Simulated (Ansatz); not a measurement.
A search over several starts for the lowest SCF solution of Rb4⁺ at the given spin, in a small basis.

```yaml
crystal:
  periodic: [false, false, false]
  atoms:
    - {symbol: Rb, position_ang: [0.203777, 0.001841, -2.292658]}
    - {symbol: Rb, position_ang: [4.372474, 1.041756, 0.436189]}
    - {symbol: Rb, position_ang: [-4.373449, -1.031989, -0.451918]}
    - {symbol: Rb, position_ang: [-0.202802, -0.011608, 2.308387]}
basis:
  gaussian: {orbitals: def2-SVP, initial_orbitals: start.molden}
total_charge: 1
magnetization: {spin_polarized: true, initial_magnetization: 1}
hamiltonian: {xc: pbe0}
output: {orbitals: {seedname: orbitals}}
```

The file start.molden holds the orbitals of an earlier run on this structure, at another level or in another basis.

```sh
$ ansatz run in.yaml --threads 2 --pin off --events-out ev --progress --plain --max-ram 4352MiB
```

Output, abridged:

```
Functional definition: PBE0
  name "PBE0"
  cite "Adamo & Barone, J. Chem. Phys. 110, 6158 (1999) doi:10.1063/1.478522"
  cite "Perdew, Burke & Ernzerhof, Phys. Rev. Lett. 77, 3865 (1996) doi:10.1103/PhysRevLett.77.3865"
  parent pbe
  parameter a = 0.25
  parameter kappa = 0.804
  parameter beta = 0.06672455060314922
  exchange = (1 - a)*pbe_x(kappa = kappa, mu = beta*pi^2/3) + a*exact_x
  correlation = pbe_c(beta = beta)
916 factors; integrals over basis functions are off by at most 1.5e-4 eV
mean field evaluation 1: about -2618.9525 eV, gradient 2.4e0 eV
mean field evaluation 2: about -2619.0077 eV, gradient 9.9e-2 eV
mean field evaluation 4: about -2619.0215 eV, gradient 5.1e-3 eV
mean field evaluation 8: about -2619.0215 eV, gradient 1.5e-5 eV
mean field evaluation 16: about -2619.0055 eV, gradient 2.9e-1 eV
mean field evaluation 32: about -2619.0215 eV, gradient 2.8e-5 eV
mean field evaluation 64: about -2618.9298 eV, gradient 6.9e-1 eV
mean field -2619.02151103 eV, -96.2472652939 hartree, gradient 2.7e-5 eV, S^2 0.787479; 10 other end points of the search recorded, 0 dependent functions left out
reference -2619.02156957 eV, -96.2472674450 hartree; 18, 17 occupied and 78, 79 virtual orbitals, 916 factors
Total energy: -2619.02156957 eV, -96.2472674450 hartree
```

It took 20 s on 2 threads of Arm Neoverse V2 on a shared host.

In the def2 sets Rb takes a core potential; there is no spin–orbit coupling. The structure comes from a short search, and lower isomers may exist.
